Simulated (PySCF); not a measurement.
**Relaxation of singlet SbO2F**

Method: PBE0 in PySCF with Sb def2-TZVP with ECP28, O def2-TZVP, F def2-TZVP; scalar-relativistic core potentials, no spin–orbit coupling; density-fitted integrals. A (50,194) grid was used.

A hand-made trigonal pyramidal start, of Cs symmetry, held to at least that symmetry:

```xyz
4
charge 0 multiplicity 1, angstrom
Sb   -0.0430    0.0000   -0.2719
O    -0.8818    1.4528    0.6201
O    -0.8818   -1.4528    0.6201
F     1.7582    0.0000    0.6858
```

Optimiser trace:
| step | E − E(last) (kJ/mol) | largest gradient (Eh/bohr) |
| --- | --- | --- |
| 0 | 199.25 | 0.10950 |
| 1 | 84.84 | 0.05607 |
| 2 | 29.20 | 0.02500 |
| 3 | 14.57 | 0.03110 |
| 4 | 0.87 | 0.00489 |
| 5 | 0.11 | 0.00368 |
| 6 | 0.00 | 0.00083 |
| 7 | 0.00 | 0.00039 |
| 8 | 0.00 | 0.00001 |

It ends at C2v with Sb–F 1.884 Å, Sb–O 1.785 Å (×2); F–Sb–O 108.1° (×2), O–Sb–O 143.9° (after a last refinement on a finer grid). A frequency run shows a minimum. Other isomers or separated fragments may lie lower.

Final geometry:
Z-matrix (Å, degrees; charge 0 multiplicity 1):
```
Sb
O  1 1.7846
O  1 1.7846 2 143.85
F  1 1.8843 2 108.07 3 180.00
```
